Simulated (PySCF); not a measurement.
Vertical excitations of a molecule CH6GeOSi from TDDFT-PBE/def2-SVPD run with PySCF, as energy in eV (oscillator strength): 5.30 (0.000), 5.39 (0.013), 5.64 (0.069), 5.65 (0.000), 5.85 (0.013), 6.05 (0.085), 6.27 (0.002), 6.28 (0.000), 6.35 (0.010), 6.42 (0.037). Lowest triplet (TDA): 4.89 eV. Geometry optimised at TPSSh-D3(BJ)/def2-SVP. One conformer was computed; it need not be the lowest.

Question: Pick the molecule that these values belong to.
A) C[O][Ge][SiH3]
B) [CH2]1O[SiH2][GeH2]1
C) O=[CH][GeH2][SiH3]
D) O=[C]([SiH3])[GeH3]

Answer: B, [CH2]1O[SiH2][GeH2]1
